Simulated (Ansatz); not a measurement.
Stepwise reaction of `[Cl][In]([Cl])[Cl]` with hydrogen sulfide, as a gas-phase model of exchange steps in deposition or etching. ΔE in kJ/mol; ΔG adds harmonic PBE0-D4 terms to CCSD(T)/CBS, at 1 bar.

Computed with Ansatz on PBE0-D4/def2-TZVP structures; ΔE is electronic, products minus reactants. CCSD(T)/CBS adds triple-zeta CCSD(T) − MP2 to the extrapolated MP2 energy (def2 sets, frozen cores). This one scheme is used for every species. Functionals use def2-TZVPP. B3LYP here is the variant with VWN-RPA as its local correlation; programs differ in this. def2 core potentials past Kr. For In outer-core shells are correlated without core-valence functions, which leaves a few kJ/mol of doubt a bond. Each species was taken in one conformer, which may not be the lowest.

```tsv
step	reaction	PBE-D4	B3LYP-D4	ωB97M-V	CCSD(T)/CBS	ΔG(600 K)
1	`[Cl][In]([Cl])[Cl]` + H₂S → `[SH][In]([Cl])[Cl]` + HCl	10.5	15.6	16.8	14.3	9.8
2	`[SH][In]([Cl])[Cl]` + H₂S → `[SH][In]([SH])[Cl]` + HCl	16.8	22.0	22.9	20.1	23.9
3	`[SH][In]([SH])[Cl]` + H₂S → `[SH][In]([SH])[SH]` + HCl	23.0	28.2	28.6	25.7	33.7
```

(1) By hand: ΔE of the 3 steps together at CCSD(T)/CBS.

Results:

(1) (14.3) + (20.1) + (25.7) = 60.1 kJ/mol, or 20.0 kJ/mol a step.

In ΔE each step is higher than the one before. All are uphill at CCSD(T)/CBS. ΔG lies between 9.8 and 33.7 kJ/mol a step. PBE-D4 differs from CCSD(T)/CBS by -3.8 to -2.7 kJ/mol a step. Isolated molecules leave out the surface, adducts and barriers. Largest T1 diagnostic: 0.014.
